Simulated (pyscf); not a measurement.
Single points on ωB97X-D3(BJ)/def2-SVP structures (PySCF, gas phase).

**Question.** How much does it cost (ΔH, 298 K, ωB97M-D3(BJ)/def2-TZVP) to split `[SiH3][SiH2][O][SiH2][SiH3]` at its O–Si bond into •H₂Si–SiH₃ + •O–SiH₂–SiH₃?

**Answer.** O–Si to •H₂Si–SiH₃ + •O–SiH₂–SiH₃: 490.5 kJ/mol. The 7 functionals that were run give +433.1 (PBE) to +499.1 kJ/mol (M06-2X). •O–SiH₂–SiH₃ lies 192.6 kJ/mol over its isomer •H₂Si–O–SiH₃ (electronic energy, ωB97M-D3(BJ)/def2-TZVP). Other isomers of •H₂Si–SiH₃ were not searched in full and may lie lower.
